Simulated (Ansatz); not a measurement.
Mulliken charges of CrH4N2O2, SMILES `[NH2][Cr]([NH2])(=[O])=[O]` from B3LYP/def2-TZVPP in Ansatz (PBE0-D4/def2-TZVP geometry).

```csv
atom,x (Å),y (Å),z (Å),charge (e)
N1,-1.140,0.898,-0.545,-0.445
Cr2,0.410,-0.005,-0.401,1.124
N3,0.507,-0.890,1.164,-0.445
O4,0.448,-1.058,-1.539,-0.453
O5,1.563,1.032,-0.427,-0.453
H6,-1.202,1.887,-0.359,0.168
H7,-1.919,0.542,-1.076,0.168
H8,1.026,-0.531,1.950,0.168
H9,0.308,-1.876,1.234,0.168
```

**Question.** By hand: the dipole of these point charges (1 e Å = 4.8032 D).

**Answer.** Σ q r = (-0.469, 0.006, 0.458) e Å, of length 0.656 e Å = 3.15 D.

**Question.** How does the dipole of the full density compare? (An estimate is asked.)

**Answer.** The calculation gave: (-0.451, 0.006, 0.441) e Å, 3.03 D; the point charges give 1.04 times that, at 0° from its direction.

Point charges leave out the atoms' own dipoles, such as those of lone pairs, and Mulliken's split depends on the basis, so the close match here is no proof of good charges.

B3LYP here is the variant with VWN-RPA as its local correlation; programs differ in this.
